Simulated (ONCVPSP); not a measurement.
# Zr, ONCV: configuration errors across variants

zirconium (Zr), optimised norm-conserving Vanderbilt (ONCV), made with ONCVPSP 4.0.1 (PBE, scalar-relativistic). Core [Ar] 3d10, reference 4s2 4p6 4d2 5s1.5 5p0.5. Waves: 4s+5s: rc 1.85 bohr, ncon 3, nbas 6, qcut 5.8 1/bohr, 2 projectors; 4p+5p: rc 2.35 bohr, ncon 3, nbas 6, qcut 6.8 1/bohr, 2 projectors; 4d: rc 2.50 bohr, ncon 4, nbas 8, qcut 5.7 1/bohr, 3 projectors, debl 3.5 Ha. Local part: polynomial inside 1.55 bohr (lpopt 5, dvloc0 6 Ha). Core correction: polynomial model core, fcfact 0.25.

All-electron excitation energies from the reference (eV): (1) 4s2 4p6 4d2 5s2 5p0 -1.503; (2) 4s2 4p6 4d2 5s1 5p0 5.635; (3) 4s2 4p6 4d2 5s0 5p0 18.575; (4) 4s2 4p6 4d1 5s2 5p0 6.161.

Errors AE − PS in meV (a dash: test not solved or not reliable):

```tsv
change	(1)	(2)	(3)	(4)	bound ghosts	GHOST(+) flags above zero
base	0.0	-1.1	-6.2	+8.0	none	none
all radii but the core radius scaled by about 0.78 (s 1.44, p 1.84, d 1.96 bohr); local potential polynomial inside 1.20 bohr (lpopt 5, dvloc0 6 Ha)	+0.1	-1.0	-4.2	+1.0	none	s
all radii but the core radius scaled by about 0.82 (s 1.52, p 1.94, d 2.06 bohr); local potential polynomial inside 1.28 bohr (lpopt 5, dvloc0 6 Ha)	+0.1	-1.0	-4.6	+6.1	none	none
all radii but the core radius scaled by about 0.92 (s 1.70, p 2.16, d 2.30 bohr); local potential polynomial inside 1.42 bohr (lpopt 5, dvloc0 6 Ha)	+0.1	-1.1	-5.3	+4.3	none	none
all radii but the core radius scaled by about 0.96 (s 1.78, p 2.26, d 2.40 bohr); local potential polynomial inside 1.50 bohr (lpopt 5, dvloc0 6 Ha)	+0.1	-1.1	-5.7	+5.9	none	none
all radii but the core radius scaled by about 1.04 (s 1.92, p 2.44, d 2.60 bohr); local potential polynomial inside 1.60 bohr (lpopt 5, dvloc0 6 Ha)	0.0	-1.1	-6.8	+10.0	none	none
all radii but the core radius scaled by about 1.14 (s 2.10, p 2.68, d 2.84 bohr); local potential polynomial inside 1.76 bohr (lpopt 5, dvloc0 6 Ha)	-0.1	-1.2	-9.6	+16	none	none
all radii but the core radius scaled by about 1.19 (s 2.20, p 2.78, d 2.96 bohr); local potential polynomial inside 1.84 bohr (lpopt 5, dvloc0 6 Ha)	-0.1	-1.3	-12	+20	none	none
all radii but the core radius scaled by about 1.24 (s 2.30, p 2.92, d 3.12 bohr); local potential polynomial inside 1.94 bohr (lpopt 5, dvloc0 6 Ha)	-0.2	-1.5	-16	+26	none	none
all radii but the core radius scaled by about 1.33 (s 2.46, p 3.12, d 3.32 bohr); local potential polynomial inside 2.06 bohr (lpopt 5, dvloc0 6 Ha)	-0.2	-1.5	-20	+33	none	none
```

(1) Give the same row for: all radii but the core radius scaled by about 1.08 (s 2.00, p 2.54, d 2.70 bohr); local potential polynomial inside 1.68 bohr (lpopt 5, dvloc0 6 Ha).

## Answers

(1) 0.0, -1.1, -7.8, +13; bound ghosts: none; GHOST(+) flags above zero: none.
